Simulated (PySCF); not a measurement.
C6H5I, SMILES C(/C=C)(=C\C#C)I. Geometry: PBE0-D3(BJ)/def2-SVP. The structure was generated by enumeration; whether it is a known compound was not checked. The def2 effective core potentials stand for the cores of I; spin–orbit coupling is left out. The values are those of a single conformer.

The numbers are results of PBE0-D3(BJ)/def2-SVP (PySCF), not measurements.

Harmonic wavenumbers (cm⁻¹): 94, 105, 195, 198, 289, 381, 439, 489, 496, 612, 676, 695, 701, 860, 948, 981, 1004, 1059, 1178, 1268, 1315, 1417, 1658, 1715, 2226, 3156, 3163, 3178, 3283, 3489. Rotational constants (GHz): 1.848, 1.314, 0.7680; symmetry number 1.

Work out the zero-point energy and the ideal-gas rigid-rotor harmonic-oscillator thermochemistry at 298.15 K and 1 atm.

ZPE = ½ Σ hcν = ½ × 37272 cm⁻¹ = 222.93 kJ/mol. H − E(el) = 245.62 kJ/mol. Entropy in J/(mol K): translation 175.07, rotation 123.57, vibration 75.34, total 373.99. G − E(el) = 134.12 kJ/mol. Cp = 121.31 J/(mol K). Modes under 150 cm⁻¹ make the vibrational entropy uncertain.
